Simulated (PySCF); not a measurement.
## Vibration and rotation of AgC

UHF-CCSD(T) constants of AgC, ⁴Σ⁻ (quartet), unpaired electrons σ ↑, π ↑↑ (basis Ag x2c-TZVPPall, C x2c-TZVPPall; spin-free X2C with a Gaussian nucleus; PySCF 2.14; masses 106.9051 and 12.0000 u):

| Quantity | Value |
| --- | --- |
| ωe | 490.1 cm⁻¹ |
| ωexe | 3.5 cm⁻¹ |
| Be | 0.3832 cm⁻¹ |
| αe | 0.00373 cm⁻¹ |
| D (centrifugal) | 9.37e-07 cm⁻¹ |
| De to Ag (4d10 5s1) + C | 1.55 eV |

Problem. Give the vibrational terms G(v) and spacings up to v = 6.

Solution. G(v) = ωe(v+½) − ωexe(v+½)².

| v | G(v) (cm⁻¹) | G(v) − G(v−1) | Bv (cm⁻¹) |
| --- | --- | --- | --- |
| 0 | 244 |  | 0.3813 |
| 1 | 727 | 483 | 0.3776 |
| 2 | 1203 | 476 | 0.3739 |
| 3 | 1672 | 469 | 0.3701 |
| 4 | 2135 | 462 | 0.3664 |
| 5 | 2590 | 455 | 0.3627 |
| 6 | 3038 | 448 | 0.3590 |

Problem. How well does the Morse estimate ωe²/(4ωexe) reproduce De, and what is D0?

Solution. It gives 2.13 eV, 137 % of the computed De. D0 = De − G(0) = 1.55 − 0.03 = 1.52 eV.

Correlated steps freeze 15 core orbitals. Spin–orbit coupling is left out, which matters for elements this heavy, above all for dissociation energies. The state is the lowest single determinant that the PBE0 search found; with open d or f shells the true ground state can be another one.
